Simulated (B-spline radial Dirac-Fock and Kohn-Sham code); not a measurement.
# Two-hole binding energies of Tc⁴⁺

System: the Tc⁴⁺ ion, configuration 1s2 2s2 2p6 3s2 3p6 3d10 4s2 4p6 4d2 5s1 (an excited configuration).

The run's input, task.json:

```json
{"items": [{
  "Z": 43,
  "q": 4,
  "cfg": [[1, 0, 2], [2, 0, 2], [2, 1, 6], [3, 0, 2], [3, 1, 6], [3, 2, 10], [4, 0, 2], [4, 1, 6], [4, 2, 2], [5, 0, 1]],
  "A": 97,
  "rrms": 4.4112,
  "do": ["binding", "quiet", "double"]
}]}
```

Command: `python xray_run.py task.json out`

Method: ΔSCF Dirac-Fock with Breit, self-energy and vacuum polarisation, finite nucleus, configuration average. Computed with a radial finite-basis atomic code. U is the two-hole binding energy less the two single-hole energies, the effective repulsion of the holes after relaxation. Each two-hole energy is an average over J within one jj subconfiguration.

```
          holes  E(a) (eV)  E(b) (eV)  E(ab) (eV)  U (eV)
   1s⁻¹ 2p3/2⁻¹    21114.1     2749.3     24040.3   176.8
   1s⁻¹ 3p3/2⁻¹    21114.1      499.5     21669.6    56.0
   1s⁻¹ 3d5/2⁻¹    21114.1      322.8     21487.4    50.5
   2s⁻¹ 2p1/2⁻¹     3119.9     2865.8      6090.1   104.4
2p1/2⁻¹ 2p3/2⁻¹     2865.8     2749.3      5739.9   124.7
   2s⁻¹ 3d5/2⁻¹     3119.9      322.8      3494.2    51.6
2p1/2⁻¹ 3p3/2⁻¹     2865.8      499.5      3416.3    51.0
2p3/2⁻¹ 3p1/2⁻¹     2749.3      519.5      3320.8    51.9
2p1/2⁻¹ 3d3/2⁻¹     2865.8      326.4      3242.9    50.7
        3p1/2⁻²      519.5      519.5           ?       ?
        3p3/2⁻²      499.5      499.5      1039.1    40.1
        3d3/2⁻²      326.4      326.4       695.2    42.4
3d3/2⁻¹ 3d5/2⁻¹      326.4      322.8       692.1    42.9
        3d5/2⁻²      322.8      322.8       687.9    42.4
```

**Question.** Give the missing two-hole energy and U.

**Answer.** E(ab) = 1082.1 eV and U = 43.0 eV.
